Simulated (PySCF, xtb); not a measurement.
Si(Me)(SH)3 (CH6S3Si), SMILES C[Si](S)(S)S.

GFN2-xTB (xtb) at its own geometry gives an orbital gap of 4.62 eV and a dipole moment of 1.99 D.

Geometry: r2SCAN-D4/def2-SVP. Other conformers were not sampled.

**Question.** What does PySCF with PBE/def2-TZVP give? (The exact figures need the calculation; the answer reports its results.)

**Answer.** gap 5.11 eV (levels -6.17 and -1.06 eV), dipole 1.59 D.
